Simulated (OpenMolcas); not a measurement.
# OpenMolcas run: neutral tin

Input:

```
&GATEWAY
Coord
1

Sn 0.0 0.0 0.0
Basis=ANO-RCC-VDZP
Group=XYZ
NoMove
AngMom=0.0 0.0 0.0
AMFI
&SEWARD
* reference wave functions (RASSCF and RASSI steps not shown): 4 electrons in 4 orbitals (5s 5p)
>>> COPY JOB001 $Project.JobIph
&CASPT2
Multistate=3 1 2 3
Frozen=9 9
IPEA=0.25
Imaginary=0.1
MaxIter=60
WThr=0.0 0.3 0.05
PrWF=0.5
NoMix
>>> COPY JOB002 $Project.JobIph
&CASPT2
Multistate=6 1 2 3 4 5 6
Frozen=9 9
IPEA=0.25
Imaginary=0.1
MaxIter=60
WThr=0.0 0.3 0.05
PrWF=0.5
NoMix
>>> COPY JOB003 $Project.JobIph
&CASPT2
Multistate=1 1
Frozen=9 9
IPEA=0.25
Imaginary=0.1
MaxIter=60
WThr=0.0 0.3 0.05
PrWF=0.5
NoMix
...
```

Output, cut to the results:

```
--- CASPT2 ---
Orbital specifications:
      -----------------------

      Symmetry species                           1   2
                                                ag  au
      Frozen orbitals                            9   9
      Inactive orbitals                          5   0
      Active orbitals                            1   3
      Secondary orbitals                         6  10
      Deleted orbitals                           0   0
      Number of basis functions                 21  22
Type of calculation                        MS-CASPT2
      Fock operator                              state-specific
      IPEA shift                                 0.25
      Real shift                                 0.00
      Imaginary shift                            0.10
      The input orbitals will be transformed to quasi-canonical
Reference energy:       -6172.4528959242
      E2 (Non-variational):      -0.3536593084
      Shift correction:          -0.0002087456
      E2 (Variational):          -0.3538680540
      Total energy:           -6172.8067639783
      Residual norm:              0.0000002806
      Reference weight:           0.93096
      Contributions to the CASPT2 correlation energy
      Active & Virtual Only:         -0.0266783870
      One Inactive Excited:          -0.0735146940
      Two Inactive Excited:          -0.2534662275
Reference energy:       -6172.4528959242
      E2 (Non-variational):      -0.3536593020
      Shift correction:          -0.0002087456
      E2 (Variational):          -0.3538680475
      Total energy:           -6172.8067639718
      Residual norm:              0.0000002806
      Reference weight:           0.93096
      Contributions to the CASPT2 correlation energy
      Active & Virtual Only:         -0.0266783808
      One Inactive Excited:          -0.0735146937
      Two Inactive Excited:          -0.2534662275
::    CASPT2 Root  1     Total energy:  -6172.80676398
::    CASPT2 Root  2     Total energy:  -6172.80676397
::    CASPT2 Root  3     Total energy:  -6172.80676399
::    MS-CASPT2 Root  1     Total energy:  -6172.80676399
::    MS-CASPT2 Root  2     Total energy:  -6172.80676398
::    MS-CASPT2 Root  3     Total energy:  -6172.80676397
--- CASPT2 ---
Orbital specifications:
      -----------------------

      Symmetry species                           1   2
                                                ag  au
      Frozen orbitals                            9   9
      Inactive orbitals                          5   0
      Active orbitals                            1   3
      Secondary orbitals                         6  10
      Deleted orbitals                           0   0
      Number of basis functions                 21  22
Type of calculation                        MS-CASPT2
      Fock operator                              state-specific
      IPEA shift                                 0.25
      Real shift                                 0.00
      Imaginary shift                            0.10
      The input orbitals will be transformed to quasi-canonical
Reference energy:       -6172.4179828337
      E2 (Non-variational):      -0.3574489616
      Shift correction:          -0.0002415219
      E2 (Variational):          -0.3576904835
      Total energy:           -6172.7756733172
      Residual norm:              0.0000003178
      Reference weight:           0.92770
      Contributions to the CASPT2 correlation energy
      Active & Virtual Only:         -0.0304804806
      One Inactive Excited:          -0.0735788518
      Two Inactive Excited:          -0.2533896292
Reference energy:       -6172.4179828335
      E2 (Non-variational):      -0.3574077157
      Shift correction:          -0.0002413460
      E2 (Variational):          -0.3576490617
      Total energy:           -6172.7756318952
      Residual norm:              0.0000001857
      Reference weight:           0.92772
      Contributions to the CASPT2 correlation energy
      Active & Virtual Only:         -0.0304934749
      One Inactive Excited:          -0.0735236312
      Two Inactive Excited:          -0.2533906096
::    CASPT2 Root  1     Total energy:  -6172.77567332
::    CASPT2 Root  2     Total energy:  -6172.77563190
::    CASPT2 Root  3     Total energy:  -6172.77563189
::    CASPT2 Root  4     Total energy:  -6172.77563190
::    CASPT2 Root  5     Total energy:  -6172.77563193
::    CASPT2 Root  6     Total energy:  -6172.73196246
::    MS-CASPT2 Root  1     Total energy:  -6172.77567959
::    MS-CASPT2 Root  2     Total energy:  -6172.77563364
::    MS-CASPT2 Root  3     Total energy:  -6172.77563190
::    MS-CASPT2 Root  4     Total energy:  -6172.77563186
::    MS-CASPT2 Root  5     Total energy:  -6172.77563017
::    MS-CASPT2 Root  6     Total energy:  -6172.73195623
--- CASPT2 ---
Orbital specifications:
      -----------------------

      Symmetry species                           1   2
                                                ag  au
      Frozen orbitals                            9   9
      Inactive orbitals                          5   0
      Active orbitals                            1   3
      Secondary orbitals                         6  10
      Deleted orbitals                           0   0
      Number of basis functions                 21  22
Type of calculation                        SS-CASPT2
      Fock operator                              state-specific
      IPEA shift                                 0.25
      Real shift                                 0.00
      Imaginary shift                            0.10
      The input orbitals will be transformed to quasi-canonical
Reference energy:       -6172.3339467231
      E2 (Non-variational):      -0.3182709598
      Shift correction:          -0.0001408929
      E2 (Variational):          -0.3184118526
      Total energy:           -6172.6523585758
      Residual norm:              0.0000000518
      Reference weight:           0.94330
...
```

Levels above the lowest, from the spin-orbit matrix with the single-state CASPT2 energies, averaged by term, on its diagonal:

| Configuration | Term | J | E (cm-1) | Measured (cm-1) | g | Term weight % | Second |
| --- | --- | --- | --- | --- | --- | --- | --- |
| 5s2 5p2 | 3P | 0 | 0.0 | 0.0 |  | 98 | 2 1S |
| 5s2 5p2 | 3P | 1 | 1434 | 1692 | 1.501 | 100 |  |
| 5s2 5p2 | 3P | 2 | 3130 | 3428 | 1.477 | 95 | 5 1D |
| 5s2 5p2 | 1D | 2 | 9590 | 8613 | 1.024 | 95 | 5 3P |
| 5s2 5p2 | 1S | 0 | 19280 | 17162 |  | 98 | 2 3P |
| 5s 5p3 | 5S* | 2 | 36330 | 39626 | 2.002 | 100 |  |

Against the 5 measured excited levels shown (NIST Handbook of Basic Atomic Spectroscopic Data) the mean absolute deviation is 1400 cm-1; the largest miss in energy is 5s 5p3 5S* 2: computed 36330, measured 39626 cm-1 (-8.3 %), and the largest in proportion 5s2 5p2 3P1 (-15.3 %).

Terms of s pⁿ other than that of highest spin mix with s² pⁿ⁻² d, which this space lacks; all of them can be thousands of cm-1 off, and some have no real level of that name. Computed and measured levels are paired by configuration, term and J; levels that our copy of the source lacks, or whose pairing is in doubt (as where it misses far off the trend of its configuration), stay unpaired and out of the deviations. Levels of configurations outside the active space are missing. The first state left out of the spin-orbit step lies near 61000 cm-1 above the lowest spin-free state of the reference (among the parities and spins computed), and the list stops at four fifths of that energy or lower.

The term weight is that of the spin-free term in the level, not the purity of its configuration. * marks odd parity.
